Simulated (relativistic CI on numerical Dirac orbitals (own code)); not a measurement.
Radial parameters of Au⁶⁸⁺

These numbers are calculated, not measured: Dirac-Coulomb-Breit CI, KLI orbitals optimised for each configuration, model QED (radiative potential, 1s self-energy scaled to tabulated hydrogen-like ionisation energies), unscaled Slater integrals (own radial code, finite nucleus).

Slater integrals F^k, G^k are unscaled and averaged over j, outside the closed core [Ne]; ζ comes from projecting the Hamiltonian with its Breit term on Σ l·s of the shell.

- 3p: ζ(3p) = 2.7425e+06 cm⁻¹; <r>(3p) = 0.1644, <r^2>(3p) = 0.03138 (bohr units).
- 3d: ζ(3d) = 369170 cm⁻¹; <r>(3d) = 0.1455, <r^2>(3d) = 0.02436 (bohr units).
- 4p: ζ(4p) = 1.1236e+06 cm⁻¹; <r>(4p) = 0.3098, <r^2>(4p) = 0.1094 (bohr units).

Averages of the first 10 configurations, taken without configuration mixing, which lowers the lowest level and can move excited configurations by several eV; other configurations of the list can lie among them:

```json
{"Configuration": "3s", "Parity": "even", "States": "2", "Average energy above the lowest level (eV)": "0.1"}
{"Configuration": "3p", "Parity": "odd", "States": "6", "Average energy above the lowest level (eV)": "517.8"}
{"Configuration": "3d", "Parity": "even", "States": "10", "Average energy above the lowest level (eV)": "959.3"}
{"Configuration": "4s", "Parity": "even", "States": "2", "Average energy above the lowest level (eV)": "3816.4"}
{"Configuration": "4p", "Parity": "odd", "States": "6", "Average energy above the lowest level (eV)": "4028.9"}
{"Configuration": "4d", "Parity": "even", "States": "10", "Average energy above the lowest level (eV)": "4205.2"}
{"Configuration": "4f", "Parity": "odd", "States": "14", "Average energy above the lowest level (eV)": "4277.3"}
{"Configuration": "5s", "Parity": "even", "States": "2", "Average energy above the lowest level (eV)": "5512.3"}
{"Configuration": "5p", "Parity": "odd", "States": "6", "Average energy above the lowest level (eV)": "5619.0"}
{"Configuration": "5d", "Parity": "even", "States": "10", "Average energy above the lowest level (eV)": "5707.0"}
```
